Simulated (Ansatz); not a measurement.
```xyz
10

C     0.805   -1.874    1.045
C     0.002   -1.067    0.368
Se   -0.728    0.527    1.110
Ge   -0.527    1.838   -0.834
H     1.134   -2.812    0.610
H     1.154   -1.638    2.044
H    -0.338   -1.315   -0.632
H    -1.100    1.042   -2.017
H    -1.345    3.112   -0.584
H     0.944    2.187   -1.110
```

The species carries charge 0 and has multiplicity 1.

Task: List the ωB97M-V/def2-TZVPP orbital energies in eV (Ansatz). (Estimate.)

Result: The calculation gave: Occupied: -12368.03, -10866.93, -1588.32, -1423.08, -1423.06, -1423.01, -1362.77, -1210.51, -1210.49, -1210.48, -282.45, -281.61, -217.76, -174.54, -160.71, -160.62, -160.43, -123.83, -123.76, -123.75, -60.63, -60.61, -60.45, -60.38, -60.35, -36.60, -36.58, -36.57, -36.50, -36.49, -24.94, -22.06, -18.61, -17.93, -15.56, -14.31, -12.47, -12.33, -11.87, -11.31, -10.16, -8.55. Lowest empty: 1.49, 1.78, 2.37, 2.78, 3.23, 3.63, 3.89, 4.24.
